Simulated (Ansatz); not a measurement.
This triplet is an excited state, 0.65 eV above the relaxed singlet at the level frozen-core CCSD(T)/cc-pVTZ // PBE0-D3(BJ)/def2-TZVP (Ansatz, a program for electronic structure).

All values below come from Ansatz with PBE0-D3(BJ)/def2-TZVP. No frequencies were computed at this level.

Ansatz 0.2 input:
```yaml
crystal:
  periodic: [false, false, false]
  atoms:
    - { symbol: Si, position_ang: [-0.644956, 0.004889, 0.074057] }
    - { symbol: Ge, position_ang: [1.51624, -0.869789, -0.230468] }
    - { symbol: H, position_ang: [-0.858328, 0.675024, 1.370223] }
    - { symbol: H, position_ang: [-1.491854, -1.184526, -0.013426] }
    - { symbol: H, position_ang: [-1.024076, 0.987703, -0.954713] }
    - { symbol: H, position_ang: [2.502973, 0.386697, -0.245673] }
basis:
  gaussian: { orbitals: def2-tzvp }
hamiltonian:
  xc: pbe0
  dispersion: d3bj
relax:
  max_steps: 150
magnetization:
  spin_polarized: true
  initial_magnetization: 2
```

Output:

```
Functional definition: PBE0
845 factors; their error is unknown
mean field evaluation 1: about -64447.1735 eV, gradient 1.3e1 eV
mean field evaluation 2: about -64447.3575 eV, gradient 1.4e1 eV
mean field evaluation 4: about -64448.1065 eV, gradient 6.4e-1 eV
mean field evaluation 8: about -64448.4151 eV, gradient 9.2e-2 eV
mean field evaluation 16: about -64448.4151 eV, gradient 4.6e-5 eV
mean field -64448.41514821 eV, -2368.4355719919 hartree, gradient 4.6e-5 eV, S^2 2.004082; 0 other end points of the search recorded, 0 dependent functions left out
reference -64448.41517714 eV, -2368.4355730552 hartree; 26, 24 occupied and 83, 85 virtual orbitals, 845 factors
relax step   1: F+E_penalty+E_count = -64448.51524156 eV  Δ(F+E_penalty+E_count) = +0.000e0 eV  max|allowed force component| = 1.138e0 eV/Å  Δτ_max = 0.0000 Å  (29 SCF iters, accepted)
these checks for a lower state are left out or cut short: starts, cluster_reference, orbital_swaps, neighbouring_geometries, increment
845 factors; their error is unknown
mean field -64448.55710936 eV, -2368.4407889679 hartree, gradient 8.4e-6 eV, S^2 2.004272; 0 other end points of the search recorded, 0 dependent functions left out
reference -64448.55713873 eV, -2368.4407900475 hartree; 26, 24 occupied and 83, 85 virtual orbitals, 845 factors
relax step   2: F+E_penalty+E_count = -64448.65590197 eV  Δ(F+E_penalty+E_count) = -1.407e-1 eV  max|allowed force component| = 3.150e-1 eV/Å  Δτ_max = 0.1945 Å  (32 SCF iters, accepted)
these checks for a lower state are left out or cut short: starts, cluster_reference, orbital_swaps, neighbouring_geometries, increment
845 factors; their error is unknown
mean field -64448.57398727 eV, -2368.4414092197 hartree, gradient 4.7e-5 eV, S^2 2.004251; 0 other end points of the search recorded, 0 dependent functions left out
reference -64448.57401650 eV, -2368.4414102939 hartree; 26, 24 occupied and 83, 85 virtual orbitals, 845 factors
relax step   3: F+E_penalty+E_count = -64448.67280564 eV  Δ(F+E_penalty+E_count) = -1.690e-2 eV  max|allowed force component| = 1.199e-1 eV/Å  Δτ_max = 0.0394 Å  (28 SCF iters, accepted)
these checks for a lower state are left out or cut short: starts, cluster_reference, orbital_swaps, neighbouring_geometries, increment
845 factors; their error is unknown
mean field evaluation 32: about -64448.5817 eV, gradient 8.7e-2 eV
mean field -64448.58176059 eV, -2368.4416948840 hartree, gradient 8.2e-5 eV, S^2 2.004293; 0 other end points of the search recorded, 0 dependent functions left out
reference -64448.58178982 eV, -2368.4416959583 hartree; 26, 24 occupied and 83, 85 virtual orbitals, 845 factors
relax step   4: F+E_penalty+E_count = -64448.68039299 eV  Δ(F+E_penalty+E_count) = -7.587e-3 eV  max|allowed force component| = 4.401e-2 eV/Å  Δτ_max = 0.0656 Å  (28 SCF iters, accepted)
these checks for a lower state are left out or cut short: starts, cluster_reference, orbital_swaps, neighbouring_geometries, increment
845 factors; their error is unknown
mean field -64448.58237362 eV, -2368.4417174124 hartree, gradient 4.6e-5 eV, S^2 2.004321; 0 other end points of the search recorded, 0 dependent functions left out
reference -64448.58240294 eV, -2368.4417184899 hartree; 26, 24 occupied and 83, 85 virtual orbitals, 845 factors
relax step   5: F+E_penalty+E_count = -64448.68088942 eV  Δ(F+E_penalty+E_count) = -4.964e-4 eV  max|allowed force component| = 8.791e-3 eV/Å  Δτ_max = 0.0242 Å  (28 SCF iters, accepted)
845 factors; their error is unknown
mean field -64448.58237362 eV, -2368.4417174124 hartree, gradient 4.6e-5 eV, S^2 2.004321; 1 other end points of the search recorded, 0 dependent functions left out
reference -64448.58240294 eV, -2368.4417184899 hartree; 26, 24 occupied and 83, 85 virtual orbitals, 845 factors
Total energy: -64448.68091874 eV, -2368.4453388787 hartree
Atom 0 at    -0.706706     0.010993     0.076346 Å, force     0.008791     0.004203    -0.000797 eV/Å
Atom 1 at     1.530277    -0.697006    -0.225670 Å, force    -0.008617     0.000228    -0.000040 eV/Å
Atom 2 at    -0.899138     0.651708     1.405267 Å, force     0.001742     0.001394     0.001916 eV/Å
Atom 3 at    -1.547419    -1.208412    -0.009487 Å, force    -0.002937    -0.008417    -0.000583 eV/Å
Atom 4 at    -1.112773     0.970744    -0.985576 Å, force    -0.000538     0.001442    -0.001791 eV/Å
Atom 5 at     2.735759     0.271971    -0.260879 Å, force     0.001558     0.001149     0.001295 eV/Å
Dipole moment:    -0.064287     0.023094     0.009399 e Å
```

Cost: around 22 core-seconds (rough).
